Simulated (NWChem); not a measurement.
# C₄H₅FO; SMILES C1/C(=C\F)OC1

```xyz
11

F     -0.2887    -2.3291     0.0000
C      0.6193    -1.3256     0.0000
C      0.2070    -0.0466     0.0000
C     -1.1131     0.6797     0.0000
C     -0.2050     1.9322     0.0000
O      0.9928     1.0971     0.0000
H      1.6722    -1.6450     0.0000
H     -1.7387     0.5340     0.9026
H     -1.7387     0.5340    -0.9026
H     -0.2502     2.5700     0.9075
H     -0.2502     2.5700    -0.9075
```
Atoms are numbered in this order, from 1.

Level: PBE-D3(BJ)/def2-SVP (NWChem), optimised geometry, unscaled harmonic frequencies. 

### Question
List the harmonic frequencies with IR intensities, and the thermochemistry.

### Answer
| frequency (cm⁻¹) | IR intensity (km/mol) |
|---|---|
| 112 | 1.0 |
| 180 | 2.5 |
| 290 | 3.6 |
| 414 | 3.9 |
| 514 | 0.8 |
| 719 | 8.1 |
| 734 | 28.4 |
| 766 | 0.4 |
| 894 | 9.6 |
| 959 | 33.9 |
| 998 | 49.1 |
| 1011 | 0.0 |
| 1118 | 0.4 |
| 1141 | 166.6 |
| 1147 | 0.5 |
| 1155 | 121.2 |
| 1190 | 1.4 |
| 1275 | 36.0 |
| 1331 | 0.7 |
| 1395 | 4.7 |
| 1448 | 0.1 |
| 1756 | 11.1 |
| 2982 | 59.4 |
| 3011 | 13.0 |
| 3042 | 18.4 |
| 3070 | 8.9 |
| 3144 | 7.5 |

- zero-point energy: 51.2 kcal/mol
- thermal correction to the enthalpy at 298.15 K (with zero-point energy): 55.3 kcal/mol
- heat capacity Cv: 19.8 cal/(mol K)
- entropy at 298.15 K and 1 atm (symmetry number 1): 75.8 cal/(mol K)
- dipole moment: 2.08 D

Rigid rotor and harmonic oscillator.
